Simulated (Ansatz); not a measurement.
CH4AlN, SMILES `N[C][AlH2]` (excited triplet) (charge 0, multiplicity 3). This triplet is an excited state, 0.93 eV above the relaxed singlet at the level frozen-core CCSD(T)/cc-pVTZ // PBE0-D3(BJ)/def2-TZVP (Ansatz, an electronic-structure program).

Cartesian coordinates (Å):
```xyz
7

N     -1.6036     0.1525    -0.1914
C     -0.2939     0.0396    -0.0351
Al     1.5530    -0.1008     0.2006
H     -2.0104     0.3880    -1.0847
H     -2.2494    -0.1611     0.5184
H      2.5031     0.2870    -1.0085
H      2.1011    -0.6051     1.6007
```
Charge 0, spin multiplicity 3.

Give the natural occupations of the active orbitals, the CASSCF energy and the corrected energy for frozen-core fic-MRCISD+Q@CASSCF(6e,6o)/cc-pVTZ // PBE0-D3(BJ)/def2-TZVP (Ansatz).


```
Item                                                  Value
-----------------------  ----------------------------------
natural occupations      1.98, 1.98, 1.00, 1.00, 0.02, 0.01
CASSCF energy                                  -336.5513 Ha
corrected energy                               -336.9669 Ha
weight of the reference                               0.890
```
